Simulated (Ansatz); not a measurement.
A nudged elastic band was laid between two geometries of GaH3 + H3P (8 atoms, charge 0, multiplicity 1).

These are results of RKS BHLYP-D4/def2-SVP in Ansatz 0.2.0, not measurements.

```json
{
 "movable images": "7",
 "climbing image": "yes",
 "spring": "5.0 eV/Å²",
 "optimiser": "quadratic models (default)",
 "start path": "through a guess of the saddle point",
 "force threshold": "0.03 eV/Å",
 "iteration limit": "60",
 "end points": "relaxed"
}
```

Initial state:

```xyz
8
Properties=species:S:1:pos:R:3
Ga 0.024 0.178 0.060
H -0.058 0.794 1.496
H 1.415 0.000 -0.634
H -1.291 -0.157 -0.720
P 0.202 -3.093 1.200
H -0.654 -2.834 0.102
H 1.373 -2.637 0.547
H -0.061 -1.860 1.852
```

Final state:

```xyz
8
Properties=species:S:1:pos:R:3
Ga 0.117 -0.711 -0.145
H -0.185 0.664 1.988
H 1.417 0.141 -0.308
H -1.280 -0.150 -0.567
P 0.257 -2.855 0.749
H -0.622 -3.453 -0.186
H 1.448 -3.220 0.076
H -0.203 -0.025 2.297
```

Q: Which bonds break or form, and what moves?

A: Bonds broken: Ga1–H2, P5–H8. Bonds formed: Ga1–P5, H2–H8. GaH3 + H3P becomes GaH4P + H2.

Q: Give the energies along the band, and the barrier.

A: It converged. The highest image is number 4 of 0 to 8, 126.0 kJ/mol above the first end and 138.5 kJ/mol above the last; the last end lies 12.6 kJ/mol below the first. A vibrational analysis at the climbing image gives one clearly imaginary mode, 1399i cm⁻¹: a first-order saddle point. The orbitals stay closed-shell, which can raise the energy where a bond breaks towards radicals; this wasn't checked here.

```json
{"image": "0", "path coordinate (Å)": "0.00", "energy (kJ/mol)": "0.0", "Ga1–H2 (Å)": "1.57", "P5–H8 (Å)": "1.42", "Ga1–P5 (Å)": "3.47"}
{"image": "1", "path coordinate (Å)": "0.41", "energy (kJ/mol)": "0.6", "Ga1–H2 (Å)": "1.57", "P5–H8 (Å)": "1.42", "Ga1–P5 (Å)": "3.38"}
{"image": "2", "path coordinate (Å)": "0.82", "energy (kJ/mol)": "11.1", "Ga1–H2 (Å)": "1.57", "P5–H8 (Å)": "1.43", "Ga1–P5 (Å)": "3.16"}
{"image": "3", "path coordinate (Å)": "1.23", "energy (kJ/mol)": "62.6", "Ga1–H2 (Å)": "1.61", "P5–H8 (Å)": "1.52", "Ga1–P5 (Å)": "2.88"}
{"image": "4", "path coordinate (Å)": "1.63", "energy (kJ/mol)": "126.0", "Ga1–H2 (Å)": "1.72", "P5–H8 (Å)": "1.79", "Ga1–P5 (Å)": "2.67"}
{"image": "5", "path coordinate (Å)": "2.07", "energy (kJ/mol)": "61.5", "Ga1–H2 (Å)": "1.93", "P5–H8 (Å)": "2.11", "Ga1–P5 (Å)": "2.45"}
{"image": "6", "path coordinate (Å)": "2.51", "energy (kJ/mol)": "8.3", "Ga1–H2 (Å)": "2.17", "P5–H8 (Å)": "2.45", "Ga1–P5 (Å)": "2.35"}
{"image": "7", "path coordinate (Å)": "2.95", "energy (kJ/mol)": "-9.5", "Ga1–H2 (Å)": "2.37", "P5–H8 (Å)": "2.84", "Ga1–P5 (Å)": "2.33"}
{"image": "8", "path coordinate (Å)": "3.39", "energy (kJ/mol)": "-12.6", "Ga1–H2 (Å)": "2.56", "P5–H8 (Å)": "3.26", "Ga1–P5 (Å)": "2.33"}
```

Q: What is the geometry of the highest image?

A: 
```xyz
8
Properties=species:S:1:pos:R:3:forces:R:3
Ga 0.065 -0.261 0.002 0.00 0.00 0.00
H -0.128 0.142 1.662 0.00 0.00 0.00
H 1.507 0.109 -0.407 0.00 0.00 0.00
H -1.325 -0.179 -0.664 0.00 0.00 0.00
P 0.201 -2.663 1.167 0.00 0.00 0.00
H -0.720 -3.019 0.157 0.00 0.00 0.00
H 1.365 -2.801 0.379 0.00 0.00 0.00
H -0.016 -0.937 1.609 0.00 0.00 0.00
```

Q: What are the harmonic wavenumbers there?

A: 1399i, 110, 244, 425, 551, 584, 648, 708, 724, 1029, 1132, 1218, 1577, 1738, 2084, 2098, 2491, 2508 cm⁻¹.

The run took 6 min on 1 thread of Arm Neoverse V1, with other jobs on the host, peak memory 0.16 GiB.
